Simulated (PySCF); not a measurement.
Delta-SCF ions had no search for a lower state. Excitations are Tamm–Dancoff values on a coarser integration grid. The basis has no diffuse functions, so Rydberg states are missing or too high.

Z-matrix (Å, degrees):
```
N
C 1 1.3346
C 1 1.3348 2 119.38
C 3 1.3905 1 122.28 2 -0.16
C 2 1.3912 1 122.23 3 0.17
H 4 1.0913 3 119.99 1 179.99
H 5 1.0914 2 119.96 1 -179.99
C 5 1.3924 7 121.44 2 -179.93
H 8 1.0927 5 120.55 7 -0.04
H 3 1.0940 1 116.39 2 179.63
H 2 1.0942 1 116.10 3 -179.61
In 1 2.3823 2 120.11 11 1.11
H 12 1.7437 1 98.13 2 105.97
H 12 1.7442 13 118.02 1 -102.14
H 12 1.7465 13 118.59 14 -157.98
```
Charge 0, multiplicity 1.

Question: Give the S1–T1 gap (TDA), vertical ionisation energy (Delta-SCF) and LUMO at the level PBE0-D4/def2-TZVP // PBE0-D4/def2-SVP run with PySCF.

Answer: 
```yaml
S1–T1 gap (TDA): 0.28 eV
vertical ionisation energy (Delta-SCF): 9.13 eV
LUMO: -1.84 eV
```
